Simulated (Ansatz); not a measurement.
The cluster Nb₂P₂. The state is a triplet with charge 0. Geometry PBE0-D4/def2-SVP; atoms count from 1.

```xyz
4

Nb    0.6178    0.5766    0.9951
Nb   -0.6375   -1.0910   -0.3281
P    -1.5320    0.9996    0.1935
P     1.5517   -0.4852   -0.8605
```

In the def2 sets Nb takes a core potential; there is no spin–orbit coupling. At PBE0-D4/def2-TZVP a singlet of charge 0 lies 0.55 eV below the triplet, each at its own geometry. The structure comes from a short search, and lower isomers may exist.

Question: Estimate the Mulliken populations from the PBE0/def2-TZVP orbitals of Ansatz.

Answer: 
```csv
atom,charge (e),spin (α − β),d electrons
Nb1,0.48,1.23,3.74
Nb2,0.48,1.23,3.74
P3,-0.48,-0.23,–
P4,-0.48,-0.23,–
```
Mulliken values and Mayer orders depend strongly on the basis.

Question: Where does the spin sit?

Answer: Summed by element: Nb 2.46, P -0.46, of 2 unpaired in all. Largest on single atoms: Nb1 1.23, Nb2 1.23, P3 -0.23.

Question: And the Mayer bond orders between bonded heavy atoms (over 0.3)?

Answer: Nb1–Nb2 1.72 (2.47 Å); Nb1–P3 1.52 (2.33 Å); Nb1–P4 1.52 (2.33 Å); Nb2–P3 1.52 (2.33 Å); Nb2–P4 1.52 (2.33 Å).
